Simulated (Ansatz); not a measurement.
The cluster Tl2F. The state is a doublet with charge 0. Geometry PBE-D4/def2-TZVP, that of the charge +1 singlet; atoms count from 1.

```xyz
3

Tl    0.175   -0.354   -2.280
Tl   -0.175    0.354    2.280
F     0.000   -0.001    0.000
```

In the def2 sets Tl takes a core potential; there is no spin–orbit coupling. The structure comes from a short search, and lower isomers may exist.

Problem. Estimate the Mulliken populations from the PBE0/def2-TZVP orbitals of Ansatz.

Solution. 
| atom | charge (e) | spin (α − β) |
| --- | --- | --- |
| Tl1 | 0.30 | 0.49 |
| Tl2 | 0.30 | 0.49 |
| F3 | -0.59 | 0.01 |
Mulliken values and Mayer orders depend strongly on the basis.

Problem. Where does the spin sit?

Solution. Summed by element: Tl 0.99, F 0.01, of 1 unpaired in all. Largest on single atoms: Tl1 0.49, Tl2 0.49, F3 0.01.

Problem. And the Mayer bond orders between bonded heavy atoms (over 0.3)?

Solution. Tl1–F3 0.33 (2.31 Å); Tl2–F3 0.33 (2.31 Å). Values over 0.3 also appear between atoms too far apart for a bond (Tl1–Tl2 0.54 at 4.63 Å); they arise where an orbital or an unpaired electron spreads over both atoms.
